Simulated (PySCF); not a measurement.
A PySCF script (with the pyscf-properties extension) for the NMR shieldings of `CN[SiH]1[SiH2][SiH2][SiH2][SiH2]1`, CH13NSi5, on a PBE0-D3(BJ)/def2-SVP geometry:

```python
import basis_set_exchange as bse
import numpy as np
from pyscf import gto, dft
from pyscf.prop import nmr

atoms = """
C     2.407090   -0.991523    0.078131
N     1.364465   -0.444559   -0.760062
Si    0.739609    1.185225   -0.633512
Si   -0.005127    1.293244    1.589602
Si   -1.210079   -0.729892    1.589626
Si   -2.104943   -0.909579   -0.591050
Si   -1.301448    0.970202   -1.763963
H     3.432882   -0.742234   -0.255118
H     2.299802   -0.609204    1.106418
H     2.329252   -2.089614    0.139330
H     1.320818   -0.880502   -1.676034
H     1.653535    2.292683   -1.076403
H    -0.923586    2.458331    1.792946
H     1.066225    1.339708    2.634793
H    -2.290831   -0.754902    2.626062
H    -0.277215   -1.869113    1.859962
H    -3.601712   -0.965619   -0.563696
H    -1.606542   -2.156852   -1.252360
H    -2.190962    2.158939   -1.576616
H    -1.149852    0.699821   -3.229902
"""
names = dict.fromkeys(["C", "N", "Si", "H"], "pcSseg-1")
basis = {el: gto.basis.parse(bse.get_basis(n, elements=[el], fmt="nwchem")) for el, n in names.items()}
mol = gto.M(atom=atoms, basis=basis, charge=0, verbose=0)
mf = dft.RKS(mol, xc="GGA_XC_KT3")
mf.grids.level = 2
mf.grids.alignment = dft.numint.BLKSIZE   # the property module wants whole blocks of grid points
mf.conv_tol = 1e-9
mf.kernel()

calc = nmr.RKS(mf)   # GIAO
sigma = calc.kernel()   # uncoupled for a functional without exact exchange
for i, s in enumerate(sigma):   # ppm
    w = np.linalg.eigvalsh((s + s.T) / 2)
    print("%2d %-2s iso %8.1f  s11 %8.1f  s22 %8.1f  s33 %8.1f" % (i, mol.atom_pure_symbol(i), w.mean(), *w))
```

Problem. Give the expected output.

Solution. 
```
 0 C  iso    145.7  s11    124.2  s22    131.3  s33    181.8
 1 N  iso    238.5  s11    210.4  s22    233.4  s33    271.6
 2 Si iso    398.7  s11    352.5  s22    373.9  s33    469.8
 3 Si iso    470.9  s11    462.6  s22    463.7  s33    486.5
 4 Si iso    471.2  s11    462.3  s22    471.3  s33    480.0
 5 Si iso    470.1  s11    457.9  s22    471.7  s33    480.7
 6 Si iso    471.4  s11    463.1  s22    473.0  s33    478.0
 7 H  iso     28.5  s11     23.3  s22     25.8  s33     36.4
 8 H  iso     29.2  s11     24.6  s22     29.5  s33     33.5
 9 H  iso     28.6  s11     23.9  s22     26.1  s33     35.7
10 H  iso     31.8  s11     22.2  s22     32.1  s33     41.1
11 H  iso     25.8  s11     22.2  s22     23.3  s33     32.0
12 H  iso     28.1  s11     24.6  s22     25.6  s33     34.1
13 H  iso     27.6  s11     24.1  s22     25.2  s33     33.5
14 H  iso     27.8  s11     23.9  s22     25.1  s33     34.4
15 H  iso     27.8  s11     24.5  s22     26.0  s33     33.1
16 H  iso     27.8  s11     23.8  s22     25.0  s33     34.4
17 H  iso     27.8  s11     24.5  s22     25.4  s33     33.5
18 H  iso     28.0  s11     24.5  s22     25.4  s33     34.2
19 H  iso     27.9  s11     24.6  s22     25.0  s33     34.0
```

These numbers come from an equivalent density-fitted implementation of the same equations, which agrees with the script to about 0.01 ppm for H and up to a few tenths of a ppm for heavy atoms, so last digits may differ.

Problem. Turn these shieldings into chemical shifts. Scale: TMS for 13C (σ = 182.31 ppm) and 29Si (σ = 365.51 ppm) and 1H (σ = 31.32 ppm); 15N (σ = 262.01 ppm) against NH3 (reference shieldings calculated alike).

Solution. Averaging equivalent atoms: C 0: 36.6; N 1: 23.5; Si 2: -33.2; Si 4/5: -105.2; Si 3/6: -105.7; H 11: 5.49; H 13/19: 3.61; H 14/16: 3.54; H 15/17: 3.51; H 12/18: 3.25; H 7/8/9: 2.56; H 10: -0.49 ppm. Experimental scales use liquid or dissolved standards, which lie at an offset from isolated NH3 (liquid NH3: subtract about 20 ppm).

Size and cost of the density-fitted run: 219 basis functions, 2.4 min wall time on 1 thread of an Intel Xeon, shared host; peak memory 0.94 GiB.
